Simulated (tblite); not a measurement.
C₅H₅OS (doublet state).
Numbering: `[OH:1][CH2:2][c:3]1[cH:4][c:5][cH:6][s:7]1` (hydrogens: H8 on O1; H9, H10 on C2; H11 on C4; H12 on C6)

Structure optimised with GFN2-xTB, isolated species. This method treats the open shell by occupation alone, without spin polarisation.

(1) What internal coordinates does the optimisation give?

## Answers

(1) 
```csv
bond,length (pm),order
O1–C2,140.9,single
C2–C3,149.7,single
C3–C4,136.5,aromatic
C4–C5,139.9,aromatic
C5–C6,132.5,aromatic
C6–S7,176.2,aromatic
C3–S7,174.5,aromatic
O1–H8,96.5,single
"C2–H9, C2–H10",109.7,single
C4–H11,107.3,single
C6–H12,106.9,single
```

Bonds in one row agree within 1 pm and their mean is given. Orders are formal, as drawn. A selection of angles:
```csv
angle,degrees
C2–O1–H8,109.0
O1–C2–C3,112.8
O1–C2–H9,105.5
O1–C2–H10,110.5
C3–C2–H9,109.8
H9–C2–H10,109.0
C2–C3–C4,128.0
C2–C3–S7,120.1
C4–C3–S7,111.9
C3–C4–C5,110.4
C3–C4–H11,124.1
C5–C4–H11,125.5
C4–C5–C6,118.1
C5–C6–S7,108.7
C5–C6–H12,132.3
S7–C6–H12,119.0
C3–S7–C6,90.9
```

Dihedral angles: O1–C2–C3–C4 -88° (synclinal); H8–O1–C2–C3 -58° (synclinal). The mirror-image conformer, all signs reversed, is as good.

C3 (carbon bonded to 2 C and S) is planar (angles 128.0°, 120.1° and 111.9°, sum 359.9°, 0.02 Å off the plane of its three neighbours). C6 (carbon bonded to C, S and H) is planar (angles 132.3°, 119.0° and 108.7°, sum 360.0°, 0.00 Å off the plane of its three neighbours). C4 (carbon bonded to 2 C and H) is planar (angles 125.5°, 124.1° and 110.4°, sum 360.0°, 0.00 Å off the plane of its three neighbours). The 5-membered ring C3–C4–C5–C6–S7 has internal angles of 90.9° to 118.1° (sum 540°, against 540° for a flat polygon); it is planar, 0.00 Å rms from its mean plane, widest ring torsion 0°. The 4 C–C bonds span 1.325 Å (C5–C6, aromatic) to 1.497 Å (C2–C3, drawn single), a spread of 0.172 Å.

Point group: C1 (no symmetry element, even within 0.4 Å). Its GFN2-xTB frequencies are all real (lowest 19 cm⁻¹). Torsions: H–O1–C2–C3 -58°, O1–C2–C3–C4 -88°. 3 starts were optimised and ended at 0.00, 0.02 and 0.06 kcal/mol (GFN2-xTB); the lowest of these is shown.

All values are computed, not measured.
